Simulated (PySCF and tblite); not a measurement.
Results of a calculation; reference values are marked as such.
C₆H₇NO, numbered as in [CH3:1][O:2][c:3]1[cH:4][cH:5][cH:6][n:7][cH:8]1.

Conformers came from 90 starts (ETKDG and KDG, MMFF94s, GFN2-xTB); geometries are PBE0-D3(BJ)/def2-SVP. Energies: CAM-B3LYP-D3(BJ)/def2-TZVP (IEF-PCM, chloroform), with GFN2-xTB thermal terms (modes under about 100 cm⁻¹ blended into free rotors). Symmetry numbers and mirror images are counted. Conformers within 3 kcal/mol (GFN2-xTB free energy) were kept, 7 at most. Couplings: B3LYP/pcSseg-1 with pcJ-1 on H (gas phase; spin-dipole term only for pairs with B, N, F, Si or P). Couplings are for ¹H. (PySCF 2.14, tblite 0.8.)

Torsions listed: C1–O2–C3–C4.

```json
{"conformer": "1", "shape": "0°", "weight %": "54.3"}
{"conformer": "2", "shape": "180°", "weight %": "45.7"}
```

Q: Give the couplings in each conformer and the averages at 298.15 K (pairs that fast motion interchanges averaged).

A: 
```csv
coupling,pairs,1,2,average (Hz)
"²J(H1,H1)",3,-11.7,-11.7,-11.7
"³J(H4,H5)",1,9.3,9.3,9.3
"⁴J(H4,H6)",1,0.9,1.1,1.0
"⁴J(H4,H8)",1,2.9,2.8,2.9
"³J(H5,H6)",1,5.3,5.0,5.2
"⁴J(H6,H8)",1,-1.1,-1.2,-1.1
```
